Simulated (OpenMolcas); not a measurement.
**Lu⁺: CASPT2 settings compared**

```
Program             : OpenMolcas
Basis               : ANO-R2 [8s6p5d3f1g]
Scalar Hamiltonian  : X2C, finite nucleus
Active space        : 2 electrons in 6 orbitals (5d 6s)
State averaging     : 2S+1 = 3 even, 15 roots; 2S+1 = 1 even, 20 roots
Spin-orbit coupling : RASSI with atomic mean-field integrals over the reference wave functions, term energies averaged over their components
```

Methods on the same reference wave functions:
A. CASSCF
B. SS-CASPT2, IPEA 0.4 Eh, no level shift (closed shells correlated: 5s 5p)
C. SS-CASPT2, IPEA 0.4 Eh, imaginary shift 0.3 Eh (closed shells correlated: 4f 5s 5p)
D. MS-CASPT2, IPEA 0.4 Eh, imaginary shift 0.3 Eh (closed shells correlated: 4f 5s 5p)
E. MS-CASPT2, IPEA 0.4 Eh, no level shift (closed shells correlated: 5s 5p)
F. XMS-CASPT2, IPEA 0.3 Eh, imaginary shift 0.15 Eh (closed shells correlated: 4f 5s 5p)

Energies in cm⁻¹ above 6s² ¹S₀, the measured ground level; measured values from NIST Handbook of Basic Atomic Spectroscopic Data.

```csv
Level,A,B,C,D,E,F,Measured
6s² ¹S₀,0.0,0.0,0.0,0.0,0.0,0.0,0.0
5d 6s ³D₁,9464,12230,12240,12240,12230,15260,11796
5d 6s ³D₂,10215,12930,12950,12930,12900,15930,12435
5d 6s ³D₃,11817,14580,14590,14590,14580,17610,14199
5d 6s ¹D₂,16410,18000,18160,18010,17750,20790,17333
5d² ³F₂,26567,30060,30120,30090,30030,34210,29407
5d² ³F₃,28097,31670,31710,31710,31670,35840,30889
5d² ³F₄,29866,33430,33460,33460,33430,37590,32504
5d² ³P₀,34640,37330,37500,37500,37330,41050,35652
5d² ³P₁,35105,37800,37970,37970,37800,41510,36557
```

Deviations, from unrounded energies. A percentage is the sum of absolute deviations over the sum of measured energies, with the sign that they share, or ± where signs differ.

```tsv
Against measurement	Levels	A	B	C	D	E	F
mean absolute deviation (cm-1)	9	2100	810	880	860	770	4300
other configurations (%)	9	-8.4	+3.3	+3.6	+3.5	+3.1	+17.7
```

B, E lie about equally close to measurement and F furthest from it. The largest miss of E in the table is 5d² ³P₀, by +1700 cm-1. The ranking rests on the paired levels alone, and a cruder setting can come out closer through cancelling errors.

Among B to F the level of the table that moves most is 5d² ³F₂, by 4200 cm-1 (lowest in E, highest in F). Moves below CASPT2's spread within the term are not significant.

The two smallest mean deviations differ by little beside CASPT2's spread within terms, so their order carries little weight.

The lowest spin-free term lies below A's lowest term by 0.206 hartree in B, 1.206 hartree in C, 1.206 hartree in D, 0.206 hartree in E, 1.229 hartree in F.

CASPT2 breaks the degeneracy within a term, and the mean is taken; among the terms shown or strongly mixed into the levels shown the widest spread is 780 cm-1 (5d² ³F, F). A single d shell beside an s shell can misplace configurations of different d count against each other. Without dynamic correlation excited terms often stand tens of per cent too high (terms of higher spin than the ground term too low), and those without a measured partner can miss by more than the paired ones (holds for A). Computed and measured levels are paired by configuration, term and J; levels that our copy of the source lacks, or whose pairing is in doubt (as where it misses far off the trend of its configuration), stay unpaired and out of the deviations. Levels of configurations outside the active space are missing. Levels that lie high or do not pair safely by name in every column are left out.
